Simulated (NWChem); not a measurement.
A series in which one site is exchanged, each optimised at PBE0/def2-SVP with NWChem, gas phase unless a solvent is named. Low-valent species are run as closed-shell singlets; no triplet was tried in these runs. Some are not confirmed as minima by frequencies. def2 effective core potentials on Sn, Pb; no spin-orbit coupling.

A: [F][Pb][F] (PbF₂; site = Pb)
B: F[Si]F (SiF₂; site = Si)
C: [F][Sn][F] (SnF$_{2}$; site = Sn)
D: [Ge]([F])[F] (GeF$_{2}$; site = Ge)

Values for A:

```
Property                                              Value
----------------------------------------------------  -----
dipole (D), PBE0/def2-SVP                              4.74
static polarisability, B3LYP/def2-SVPD (bohr³)         37.4
lowest singlet excitation, B3LYP/def2-SVPD, TDA (eV)   4.90
```

How do these values change for the other members?


```csv
change from A,B,C,D
"dipole (D), PBE0/def2-SVP",-3.55,-1.11,-2.40
"static polarisability, B3LYP/def2-SVPD (bohr³)",-9.0,-0.4,-7.8
"lowest singlet excitation, B3LYP/def2-SVPD, TDA (eV)",+0.97,+0.21,+0.74
```
